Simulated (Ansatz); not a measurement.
C3H9AlO3, SMILES `C[O][Al]([O]C)[O]C`. The species carries charge 0 and has multiplicity 1.

```xyz
16

C     2.5833   -1.1081    0.3799
O     1.3791   -0.9068   -0.3020
Al    0.0000    0.0000   -0.0001
O    -1.2730   -0.0199   -1.0929
C    -1.5018   -0.6632   -2.3133
O    -0.1061    0.9265    1.3947
C    -1.0815    1.7713    1.9334
H     3.4260   -0.7942   -0.2453
H     2.6311   -0.5494    1.3218
H     2.7124   -2.1715    0.6079
H    -0.6598   -1.2948   -2.6194
H    -2.3936   -1.2950   -2.2432
H    -1.6761    0.0773   -3.1012
H    -1.9744    1.8386    1.3012
H    -0.6762    2.7810    2.0588
H    -1.3893    1.4083    2.9198
```

Task: List the harmonic frequencies (cm⁻¹, unscaled) at PBE0-D4/def2-TZVP in Ansatz. (Estimate.)

Result: Ansatz gave: 70, 70, 71, 76, 77, 78, 116, 117, 149, 291, 291, 293, 561, 808, 808, 1181, 1181, 1183, 1191, 1191, 1192, 1231, 1234, 1234, 1487, 1487, 1487, 1496, 1497, 1497, 1501, 1502, 1502, 3009, 3009, 3011, 3075, 3075, 3075, 3078, 3078, 3079.

Task: Is this a minimum?

Result: Yes, all 42 modes are real.

Task: Give the ideal-gas thermochemistry at 298.15 K and 1 bar (rigid rotor, harmonic oscillator; point group C3h, symmetry number 3).

Result: Zero-point energy 332.8 kJ/mol; H(298) − E = 365.3 kJ/mol; entropy 444.1 J/(mol·K), of which translation 168.6, rotation 111.8, vibration 163.7; G(298) − E = 232.9 kJ/mol. Modes under 100 cm⁻¹ are hindered rotations or soft bends, so the harmonic entropy is rough.

Task: And at 400, 500, 600, 800 and 1000 K?

Result: 
```tsv
T (K)	H − E (kJ/mol)	S (J/mol/K)	G − E (kJ/mol)
400	381.7	491.2	185.2
500	400.3	532.8	133.9
600	421.4	571.1	78.7
800	469.3	639.8	-42.5
1000	523.6	700.2	-176.6
```
